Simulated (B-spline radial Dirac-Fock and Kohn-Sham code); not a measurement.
## Dipole and non-dipole photoemission parameters of Tm⁺ 4p1/2

System: Tm⁺, [Xe] 4f13 6s1; threshold 378.3 eV (orbital energy of the model). Level of theory: Dirac-Hartree-Slater photoionisation with a Latter tail; cross sections with all multipoles, angular parameters from the dipole term and its interference with E2; a radial finite-basis atomic code.

The run's input, task.json:

```json
{"items": [{
  "Z": 69,
  "q": 1,
  "cfg": [[1, 0, 2], [2, 0, 2], [2, 1, 6], [3, 0, 2], [3, 1, 6], [3, 2, 10], [4, 0, 2], [4, 1, 6], [4, 2, 10], [4, 3, 13], [5, 0, 2], [5, 1, 6], [6, 0, 1]],
  "A": 169,
  "rrms": 5.2256,
  "do": "xps",
  "hv": [55.1, 58.1, 60, 74.4, 81.0, 86.9, 140.0, 150, 163.0, 206.0, 300, 382.0, 529.0, 538.0, 607.0, 1000, 1486.9, 2130.0, 2270.0, 2430.0, 3050.0, 3310.0, 3980.0, 5414.7, 6000, 6300.0, 7800.0, 8060.0, 10400.0, 12000]
}]}
```

Launch: `python xray2_run.py task.json out`

For linearly polarised light dσ/dΩ = σ/(4π) [1 + β P₂(cos θ) + (δ + γ cos²θ) sin θ cos φ], with θ from the polarisation vector and φ the angle between the beam and the projection of the electron momentum on the plane normal to the polarisation.

```
hν (eV)  σ (kb)      β       γ       δ
    529    62.4  0.354  -0.072   0.087
    538    62.2  0.409  -0.049   0.087
    607    60.2  0.738   0.126   0.075
   1000    42.6  1.415   0.388   0.020
 1486.9    27.0  1.608   0.214   0.004
   2130    16.0  1.678   0.041  -0.002
   2270    14.4  1.683   0.020  -0.002
   2430       ?      ?       ?       ?
   3050    8.75  1.691  -0.018  -0.003
   3310    7.55  1.689  -0.010  -0.004
   3980    5.34  1.677   0.040  -0.003
 5414.7    2.90  1.640   0.215  -0.001
   6000    2.34  1.624   0.297   0.001
   6300    2.11  1.615   0.341   0.002
   7800    1.32  1.574   0.557   0.008
   8060    1.23  1.567   0.594   0.009
  10400   0.681  1.507   0.904   0.021
  12000   0.484  1.470   1.096   0.031
```

Q: Give the values at 2430 eV.

A: σ = 12.9 kb, β = 1.688, γ = 0.003, δ = -0.003.

Values without a named source are computed, but for edge energies of neutral atoms, which are taken from tables.
